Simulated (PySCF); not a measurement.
GeHFCl2, SMILES [F][GeH]([Cl])[Cl].

Coordinates come from a PBE-D3(BJ)/def2-SVP optimisation.

These are ωB97X/def2-TZVPD (PySCF) values and carry that method's errors.

Symmetry labels are those of the subgroup Cs that the program uses (full group Cs).

Computed valence orbital energies around the gap with their symmetry:
```
orbital  symmetry  energy (eV)
-------  --------  -----------
HOMO−7         A'       -15.39
HOMO−6         A"       -15.30
HOMO−5         A'       -13.77
HOMO−4         A"       -13.72
HOMO−3         A'       -12.69
HOMO−2         A"       -12.35
HOMO−1         A'       -12.27
HOMO           A"       -12.11
LUMO           A'         0.49
LUMO+1         A'         1.59
LUMO+2         A"         1.66
LUMO+3         A'         1.76
```
